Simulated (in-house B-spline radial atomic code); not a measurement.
## As III (As2+): [Ar] 3d9 4s2 4p1 4d1 (an excited or competing configuration)

Computed with a B-spline radial code for spherical atoms: non-relativistic CAM-B3LYP, spin-polarised, spherical fractional occupations, exact exchange averaged over the configuration, point nucleus.

Effective charges: Z_r = [3n² - l(l+1)]/(2<r>) from the radius, Z_e = n√(-2ε) from the energy, and Slater's rules. Values are occupation-weighted means over spin.

```
shell  electrons   ε (eV)  <r> (bohr)    Z_r    Z_e  Slater
   1s          2   -11628     0.04638  32.34  29.23   32.70
   2s          2  -1506.5      0.2066  29.05  21.05   28.85
   2p          6  -1350.9      0.1788  27.97  19.93   28.85
   3s          2  -229.97      0.6033  22.38  12.33   21.75
   3p          6  -176.84      0.6139  20.36  10.82   21.75
   3d          9  -83.932      0.6443  16.30   7.45   12.20
   4s          2  -41.242       1.735  13.83   6.96    7.85
   4p          1  -30.812       1.983  11.60   6.02    7.85
   4d          1  -14.756       2.956   7.10   4.17    3.00
```

The least bound orbital is 4d up at -14.76 eV, and it is also the most diffuse (<r> = 2.956 bohr). The part-filled 3d shell lies below the filled 4s shell in orbital energy.
